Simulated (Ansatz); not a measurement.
The first iterations of a band of BrH₃O₂Si (7 atoms, charge 0, multiplicity 1).

Method: RKS PBE0/def2-SVP (Ansatz 0.2.0).

```yaml
movable_images: 7
climbing_image: from the first iteration
spring: 5.0 eV/Å²
optimiser: fire
start_path: through a guess of the saddle point
force_threshold: 0.05 eV/Å
iteration_limit: 60
end_points: relaxed
```

First end point:

```xyz
7
Properties=species:S:1:pos:R:3
O 0.092 1.577 -0.258
Si 0.124 0.061 0.367
O 0.764 -0.981 -0.740
Br -1.926 -0.689 0.860
H -0.282 1.687 -1.138
H 0.883 0.149 1.628
H 0.406 -1.873 -0.764
```

Last end point:

```xyz
7
Properties=species:S:1:pos:R:3
O 0.112 1.305 0.237
Si 0.226 -0.782 0.899
O 0.643 -1.115 -0.707
Br -2.066 -1.115 0.730
H 0.491 1.184 -0.649
H 0.730 1.871 0.721
H -0.076 -1.417 -1.277
```

| iteration | highest image above the first end (eV) | largest band force component (eV/Å) |
| --- | --- | --- |
| 1 | 4.706 | 14.021 |
| 2 | 4.104 | 5.716 |
| 3 | 3.898 | 4.960 |
| 4 | 3.672 | 3.000 |
| 5 | 3.647 | 2.844 |
| 6 | 3.628 | 2.504 |
| 7 | 3.598 | 1.899 |
| 8 | 3.568 | 1.565 |
| 9 | 3.544 | 1.463 |
| 10 | 3.530 | 1.342 |
| 11 | 3.527 | 1.325 |
| 12 | 3.520 | 1.291 |
| 13 | 3.511 | 1.242 |
| 14 | 3.500 | 1.236 |
| 15 | 3.487 | 1.230 |
| 16 | 3.473 | 1.210 |
| 17 | 3.456 | 1.170 |
| 18 | 3.435 | 1.107 |
| 19 | 3.411 | 1.020 |
| 20 | 3.384 | 0.914 |

Question: Does the band converge within its limit, and where does its top end?

Answer: The run ended unconverged. It ended after 60 iterations with the highest image 3.223 eV above the first end. The band didn't meet its force threshold, so its energies are provisional: the largest band force was still 1.38 eV/Å, and over the last iterations the top stayed at 3.22 eV. The orbitals stay closed-shell, which can raise the energy where a bond breaks towards radicals; this wasn't checked here.

Time of the run: 6.8 min on 2 threads of Intel(R) Xeon(R) 6975P-C (Granite Rapids) (shared host), peak memory 0.24 GiB.
